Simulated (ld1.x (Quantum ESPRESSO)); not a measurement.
**Reading a pseudo-wave (O (Z = 8))**

Columns: radius, all-electron u(r) and pseudo u(r) of the 2s shell (level -39.66 eV) of oxygen in the configuration [He] 2s2 2p3; PBE, scalar-relativistic, RRKJ scheme, ld1.x (Quantum ESPRESSO) 7.5.

| r (bohr) | all-electron | pseudo |
| --- | --- | --- |
| 0.057 | 0.3741 | -0.0222 |
| 0.115 | 0.4358 | -0.0565 |
| 0.172 | 0.3353 | -0.1103 |
| 0.230 | 0.1580 | -0.1886 |
| 0.288 | -0.0441 | -0.2882 |
| 0.345 | -0.2394 | -0.4000 |
| 0.402 | -0.4171 | -0.5164 |
| 0.460 | -0.5733 | -0.6303 |
| 0.518 | -0.7026 | -0.7324 |
| 0.575 | -0.8035 | -0.8170 |
| 0.632 | -0.8799 | -0.8846 |
| 0.690 | -0.9352 | -0.9359 |
| 0.747 | -0.9701 | -0.9701 |
| 0.805 | -0.9887 | -0.9887 |
| 0.862 | -0.9930 | -0.9930 |
| 0.920 | -0.9859 | -0.9859 |
| 0.977 | -0.9697 | -0.9697 |
| 1.035 | -0.9459 | -0.9459 |
| 1.092 | -0.9170 | -0.9170 |
| 1.150 | -0.8833 | -0.8833 |
| 1.208 | -0.8467 | -0.8467 |
| 1.265 | -0.8087 | -0.8087 |
| 1.322 | -0.7696 | -0.7696 |
| 1.380 | -0.7294 | -0.7294 |
| 1.438 | -0.6892 | -0.6892 |
| 1.495 | -0.6502 | -0.6502 |

Problem. How many radial nodes do the two functions have?

Solution. The all-electron 2s function has n − l − 1 = 1; the pseudo-wave has 0, since the states of the same l below it are removed with the core.

Problem. At about which radius was the pseudo-wave matched?

Solution. 0.75 bohr, where the columns begin to agree (steps of 0.06 bohr).

Problem. Where does each function peak?

Solution. Outermost all-electron maximum near 0.86 bohr, pseudo maximum near 0.86 bohr (to the table’s step).

Problem. Is the pseudo-wave norm-conserving?

Solution. Yes: the RRKJ scheme keeps the norm inside the radius equal to the all-electron one, which fixes the energy derivative of the logarithmic derivative at the level.
